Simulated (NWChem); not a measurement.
# Ionisation of C$_{2}$H$_{5}$Se$_{2}$

```xyz
9

C      2.1467     0.3378     0.8485
Se     1.0526    -0.5497    -0.3395
Se    -1.0226     0.6421    -0.1498
C     -2.0245    -0.6429     0.9570
H      3.1865     0.5389     0.5472
H      1.7492     0.7418     1.7912
H     -3.0539    -0.2392     1.0324
H     -2.0551    -1.6337     0.4678
H     -1.5813    -0.7201     1.9666
```
Charge 0, spin multiplicity 2.

The numbers come from NWChem runs, not from measurements. Structure: optimised with UPBE/def2-SVP, with no frequency check, so it may be a saddle point. It is one conformer; others weren't searched.

Basis set: def2-TZVP. The species with one electron less has spin multiplicity 1 and keeps the geometry of the parent. Δ marks differences of total energies (open shells unrestricted). −ε marks an orbital energy of the parent. That orbital need not have the symmetry of the hole or added electron in the Δ rows. That singlet is a closed-shell solution.

The Hamiltonian is non-relativistic. The structure started from a generated list of species. The stability of the SCF solutions was not checked.

Q: One of these methods gave a first vertical ionisation energy of 4.44 eV. Which?
A. ΔTPSS
B. −ε(alpha HOMO) of CAM-B3LYP
C. G0W0@PBE0
D. −ε(alpha HOMO) of PBE

A: D, −ε(alpha HOMO) of PBE. The others give 6.85 (−ε(alpha HOMO) of CAM-B3LYP), 7.13 (G0W0@PBE0), 7.32 (ΔTPSS).
